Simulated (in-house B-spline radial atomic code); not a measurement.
**RPA and G0W0 on LC-wPBE: As⁵⁺**

Configuration [Ar] 3d10, mean-field start LC-wPBE. Computed with a B-spline radial code for spherical atoms: all electrons, scalar-relativistic (spin-free one-electron X2C), finite nucleus, each spin shell either full or empty, empty states to l = 9 with an (l + 1/2)⁻⁴ tail; G0W0 by contour deformation at full frequency.

Command:
```bash
python run_gw.py task.json out
```
Settings (radii: box in bohr, nucleus in fm):
```
Z                        33
electrons                28
configuration            [Ar] 3d10
hamiltonian              x2c
method                   lc_wpbe
lmax                     9
rms_radius               4.0968
spin_polarised           False
box_radius               10.43
intervals                67
```

Run time, properties included: 2 s on 1 thread of Arm Neoverse V2, on a shared host.

Energies (hartree):

```
                                     term        value
                         mean-field total  -2254.26256
Hartree-Fock functional on these orbitals  -2253.02559
                      direct second order      -2.4033
                    second-order exchange      0.69939
                         SOSEX correction      0.64809
```

**Question.** What is the RPA correlation energy, and what remains with SOSEX?

**Answer.** RPA gives -2.1031 hartree (-2.04 eV per electron); RPA + SOSEX gives -1.455, and the second-order doubles -1.7039 hartree (no singles). SOSEX takes back 31 % of the RPA value.

Quasi-particle levels (eV):

```json
{"level": "3d", "occupied": "yes", "mean field": "-112.98", "Σx - vxc": "-11.30", "Σc": "?", "QP weight": "?", "G0W0": "?"}
{"level": "4s", "occupied": "no", "mean field": "-65.19", "Σx - vxc": "3.56", "Σc": "-1.34", "QP weight": "0.992", "G0W0": "-62.98"}
```

G0W0 = mean field + (Σx - vxc) + Σc, with Σc (partial-wave tail included) taken at the quasi-particle energy. Only the outer levels were computed. Levels of low weight are left out.

**Question.** Where does G0W0 put 3d?

**Answer.** At -122.21 eV, with Σc = 2.07 eV and a quasi-particle weight of 0.960. The tabulated removal energy is 121.19 ± 0.06 eV (NIST, measured); the calculation leaves out spin-orbit coupling, Breit and QED terms, and what these don't explain is the method's own error.
